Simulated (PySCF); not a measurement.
# Assignment exercise: C$_{3}$H$_{14}$OSi$_{3}$

Molfile (atoms numbered from 1):
```
C3H14OSi3
     RDKit          3D

 21 20  0  0  0  0  0  0  0  0999 V2000
   -0.8540   -1.9415   -0.1050 C   0  0  0  0  0  0  0  0  0  0  0  0
   -0.9792   -0.4800    0.3230 C   0  0  0  0  0  0  0  0  0  0  0  0
   -2.3913    0.0602    0.0975 C   0  0  0  0  0  0  0  0  0  0  0  0
    0.2881    0.6024   -0.5727 Si  0  0  1  0  0  4  0  0  0  0  0  0
    0.2337    2.8226    0.1913 Si  0  0  0  0  0  4  0  0  0  0  0  0
    1.8359    0.0410   -0.3216 O   0  0  0  0  0  0  0  0  0  0  0  0
    2.9084   -0.9628    0.4309 Si  0  0  0  0  0  4  0  0  0  0  0  0
   -1.0600   -2.0615   -1.1817 H   0  0  0  0  0  0  0  0  0  0  0  0
   -1.5734   -2.5766    0.4391 H   0  0  0  0  0  0  0  0  0  0  0  0
    0.1504   -2.3509    0.0848 H   0  0  0  0  0  0  0  0  0  0  0  0
   -0.7419   -0.4061    1.4010 H   0  0  0  0  0  0  0  0  0  0  0  0
   -2.6508    0.0733   -0.9744 H   0  0  0  0  0  0  0  0  0  0  0  0
   -3.1409   -0.5704    0.6039 H   0  0  0  0  0  0  0  0  0  0  0  0
   -2.5135    1.0861    0.4798 H   0  0  0  0  0  0  0  0  0  0  0  0
    0.0060    0.5432   -2.0437 H   0  0  0  0  0  0  0  0  0  0  0  0
   -1.0973    3.4613   -0.0604 H   0  0  0  0  0  0  0  0  0  0  0  0
    0.4897    2.8450    1.6672 H   0  0  0  0  0  0  0  0  0  0  0  0
    1.2860    3.6452   -0.4820 H   0  0  0  0  0  0  0  0  0  0  0  0
    2.5284   -1.1558    1.8649 H   0  0  0  0  0  0  0  0  0  0  0  0
    4.2685   -0.3567    0.3617 H   0  0  0  0  0  0  0  0  0  0  0  0
    2.9328   -2.2989   -0.2387 H   0  0  0  0  0  0  0  0  0  0  0  0
  1  2  1  0
  2  3  1  0
  2  4  1  0
  4  5  1  0
  4  6  1  0
  6  7  1  0
  1  8  1  0
  1  9  1  0
  1 10  1  0
  2 11  1  0
  3 12  1  0
  3 13  1  0
  3 14  1  0
  4 15  1  6
  5 16  1  0
  5 17  1  0
  5 18  1  0
  7 19  1  0
  7 20  1  0
  7 21  1  0
M  END
```

[PySCF 2.14.0 with density-fitted response routines: geometry: PBE0-D3(BJ)/def2-SVP; shieldings: GIAO KT3/pcSseg-1; rapidly exchanging positions averaged; relativity neglected; in vacuum; one computed conformer]

Shifts are taken against calculated references (same method and geometry level): ¹³C (σref 182.31) and ¹H (σref 31.32) vs TMS.

**Question.** Assign these signals to the numbered atoms. ¹³C{¹H} NMR (computed): δ 21.5, 20.9, 17.1.

**Answer.** 
| δ (ppm) | atoms | environment | reason |
| --- | --- | --- | --- |
| 21.5 | C2 | sp3 CH bonded to Si | – |
| 20.9 | C1 | methyl carbon | saturated and bonded to C and H only |
| 17.1 | C3 | methyl carbon | – |

C2 and C1 lie closer than the usual error of such a calculation, so a measured spectrum could show them in the other order.

**Question.** Assign these signals to the numbered atoms. ¹H NMR (300 MHz, computed): δ 4.97 (m, 1H), 4.97 (s, 3H), 3.29 (d, 3H), 1.27 (m, 3H), 1.20 (m, 1H), 0.89 (d, 3H).

**Answer.** 
| δ (ppm) | atoms | environment | reason |
| --- | --- | --- | --- |
| 4.97 | H15 | hydrogen on a silicon bonded to C, O, Si | – |
| 4.97 | H19/H20/H21 | hydrogen on a silicon bonded to O | – |
| 3.29 | H16/H17/H18 | hydrogen on a silicon bonded to Si | – |
| 1.27 | H8/H9/H10 | hydrogen on a methyl carbon | – |
| 1.20 | H11 | hydrogen on an sp3 CH bonded to Si | – |
| 0.89 | H12/H13/H14 | hydrogen on a methyl carbon | – |

H15 and H19/H20/H21; H8/H9/H10 and H11 lie closer than the usual error of such a calculation, so a measured spectrum could show them in the other order.

Shifts are as computed, not scaled to solution data. Of 1309 compounds with measured shifts, 239 miss one by over three times the rms of a fit or turn the order of signals round; such compounds aren't used in these exercises. No couplings were computed; multiplicities are counted from neighbouring protons, with m where these are inequivalent, close in shift, in a saturated or five-membered ring or joined by F or P, and br s for small geminal =CH2 splittings.
